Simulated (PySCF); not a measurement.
GeH5N. Atoms are numbered in the order given.

```xyz
7

Ge    -0.3610    -0.0023     0.0000
N      1.4793     0.1010     0.0000
H     -0.8477     0.7176     1.2663
H     -0.8477     0.7176    -1.2663
H     -0.9217    -1.4448     0.0000
H      1.9070    -0.3116     0.8181
H      1.9070    -0.3116    -0.8181
```

Geometry: PBE0-D3(BJ)/def2-TZVP.

Level of theory: TDA-ωB97X/def2-SVPD in PySCF 2.14.0.

Vertical excitations. Gas-phase values at a fixed geometry. State labels are in the subgroup Cs.

### Question
List the lowest excited states. (The exact figures need the calculation; the answer reports its results.)

### Answer

```json
[
 {"state": "S1", "symmetry": "A'", "energy (eV)": "6.54", "λ (nm)": "189", "f": "0.028", "main pairs": "HOMO→LUMO 74 %, HOMO→LUMO+1 21 %"},
 {"state": "S2", "symmetry": "A'", "energy (eV)": "7.77", "λ (nm)": "160", "f": "0.067", "main pairs": "HOMO→LUMO+1 68 %, HOMO→LUMO 22 %"},
 {"state": "S3", "symmetry": "A\"", "energy (eV)": "8.05", "λ (nm)": "154", "f": "0.002", "main pairs": "HOMO→LUMO+2 94 %"},
 {"state": "S4", "symmetry": "A'", "energy (eV)": "8.51", "λ (nm)": "146", "f": "0.012", "main pairs": "HOMO→LUMO+3 66 %, HOMO→LUMO+4 17 %"},
 {"state": "S5", "symmetry": "A'", "energy (eV)": "8.63", "λ (nm)": "144", "f": "0.088", "main pairs": "HOMO→LUMO+4 39 %, HOMO→LUMO+3 29 %, HOMO−2→LUMO 16 %"},
 {"state": "S6", "symmetry": "A\"", "energy (eV)": "8.81", "λ (nm)": "141", "f": "0.052", "main pairs": "HOMO−1→LUMO 62 %, HOMO−1→LUMO+1 26 %"},
 {"state": "S7", "symmetry": "A\"", "energy (eV)": "9.10", "λ (nm)": "136", "f": "0.014", "main pairs": "HOMO→LUMO+5 46 %, HOMO→LUMO+6 42 %"},
 {"state": "S8", "symmetry": "A'", "energy (eV)": "9.29", "λ (nm)": "133", "f": "0.053", "main pairs": "HOMO−2→LUMO 53 %, HOMO→LUMO+4 29 %"},
 {"state": "S9", "symmetry": "A\"", "energy (eV)": "9.34", "λ (nm)": "133", "f": "0.217", "main pairs": "HOMO−1→LUMO+1 67 %, HOMO−1→LUMO 28 %"},
 {"state": "S10", "symmetry": "A'", "energy (eV)": "9.71", "λ (nm)": "128", "f": "0.194", "main pairs": "HOMO−2→LUMO+1 66 %, HOMO−2→LUMO 17 %"},
 {"state": "T1", "symmetry": "A'", "energy (eV)": "6.23", "λ (nm)": "199", "f": "0", "main pairs": "HOMO→LUMO 58 %, HOMO→LUMO+1 34 %"},
 {"state": "T2", "symmetry": "A'", "energy (eV)": "7.40", "λ (nm)": "168", "f": "0", "main pairs": "HOMO→LUMO+1 48 %, HOMO→LUMO 34 %"},
 {"state": "T3", "symmetry": "A\"", "energy (eV)": "7.88", "λ (nm)": "157", "f": "0", "main pairs": "HOMO→LUMO+2 91 %"},
 {"state": "T4", "symmetry": "A'", "energy (eV)": "8.18", "λ (nm)": "151", "f": "0", "main pairs": "HOMO→LUMO+3 84 %"}
]
```
Triplets are in the Tamm–Dancoff approximation.
